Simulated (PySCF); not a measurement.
Species: C5H8O2S.
Atom-mapped SMILES: `[CH3:1][O:2][C:3]1=[CH:4][CH2:5][CH2:6][S@@:7]1=[O:8]` (hydrogens: H9, H10, H11 on C1; H12 on C4; H13, H14 on C5; H15, H16 on C6)

The same species was optimised twice, with GFN2-xTB and with PBE0-D3(BJ)/def2-SVP (PySCF), and the same property calculations (PySCF, gas phase) were run on both structures.

| coordinate | GFN2-xTB | PBE0-D3(BJ)/def2-SVP | change |
| --- | --- | --- | --- |
| S7=O8 (Å) | 1.468 | 1.505 | +0.037 |
| C6–S7 (Å) | 1.852 | 1.834 | -0.018 |
| O2–C3 (Å) | 1.344 | 1.331 | -0.013 |
| C3=C4 (Å) | 1.327 | 1.340 | +0.013 |
| C3–S7 (Å) | 1.845 | 1.838 | -0.007 |
| C1–O2 (Å) | 1.415 | 1.419 | +0.004 |
| C5–C6 (Å) | 1.523 | 1.525 | +0.002 |
| C4–C5 (Å) | 1.496 | 1.498 | +0.002 |
| C3–S7–O8 (°) | 107.6 | 110.1 | +2.5 |
| C1–O2–C3 (°) | 117.2 | 118.6 | +1.4 |
| C4–C5–C6 (°) | 107.2 | 105.9 | -1.3 |
| C6–S7–O8 (°) | 106.1 | 107.1 | +1.0 |
| C3–C4–C5 (°) | 116.6 | 115.6 | -1.0 |
| O2–C3–S7 (°) | 121.3 | 120.5 | -0.8 |
| C3–S7–C6 (°) | 88.6 | 87.8 | -0.8 |
| O2–C3–C4 (°) | 125.3 | 125.9 | +0.6 |
| C1–O2–C3–C4 (°) | 172 | 154 | -18 |

Rotational constants: A = 2706, B = 1715, C = 1131 MHz (GFN2-xTB) against A = 2640, B = 1723, C = 1124 MHz (PBE0-D3(BJ)/def2-SVP). Point groups within 0.08 Å: C1 and C1. Atoms that the bonding makes alike are paired by their places after alignment.

On the GFN2-xTB structure: HOMO (eV) -6.51 [PBE0/pcSseg-1]; LUMO (eV) -0.19 [PBE0/pcSseg-1]; dipole (D) 2.57 [PBE0/pcSseg-1]; GIAO shielding of C1 (ppm) 126.6 [PBE0/pcSseg-1]; GIAO shielding of O2 (ppm) 236.5 [PBE0/pcSseg-1]; GIAO shielding of C3 (ppm) 15.1 [PBE0/pcSseg-1]; GIAO shielding of C4 (ppm) 79.4 [PBE0/pcSseg-1]; GIAO shielding of C5 (ppm) 158.2 [PBE0/pcSseg-1]; GIAO shielding of C6 (ppm) 122.3 [PBE0/pcSseg-1]; GIAO shielding of S7 (ppm) 119.1 [PBE0/pcSseg-1]; GIAO shielding of O8 (ppm) 251.8 [PBE0/pcSseg-1].

Task: What do these properties become on the PBE0-D3(BJ)/def2-SVP structure?

Result: 
```tsv
property	level	on GFN2-xTB	on PBE0-D3(BJ)/def2-SVP	change
HOMO (eV)	PBE0/pcSseg-1	-6.51	-6.53	-0.02
LUMO (eV)	PBE0/pcSseg-1	-0.19	-0.36	-0.17
dipole (D)	PBE0/pcSseg-1	2.57	2.69	+0.12
energy, GFN2-xTB geometry as zero (kcal/mol)	PBE0/pcSseg-1	0.0	-2.5	-2.5
GIAO shielding of C1 (ppm)	PBE0/pcSseg-1	126.6	123.9	-2.7
GIAO shielding of O2 (ppm)	PBE0/pcSseg-1	236.5	232.1	-4.4
GIAO shielding of C3 (ppm)	PBE0/pcSseg-1	15.1	14.1	-1.0
GIAO shielding of C4 (ppm)	PBE0/pcSseg-1	79.4	75.8	-3.6
GIAO shielding of C5 (ppm)	PBE0/pcSseg-1	158.2	158.4	+0.2
GIAO shielding of C6 (ppm)	PBE0/pcSseg-1	122.3	123.1	+0.8
GIAO shielding of S7 (ppm)	PBE0/pcSseg-1	119.1	134.9	+15.8
GIAO shielding of O8 (ppm)	PBE0/pcSseg-1	251.8	238.9	-12.9
```

The heavy atoms differ by 0.130 Å rms after alignment. Among bonds between heavy atoms S7=O8 changes most (+0.037 Å). Changes are differences of the printed values. Neither structure is proved a minimum here.

Conformer computed: `[CH3:1][O:2][C:3]1=[CH:4][CH2:5][CH2:6][S@@:7]1=[O:8]`: C1–O2–C3–C4 154°.
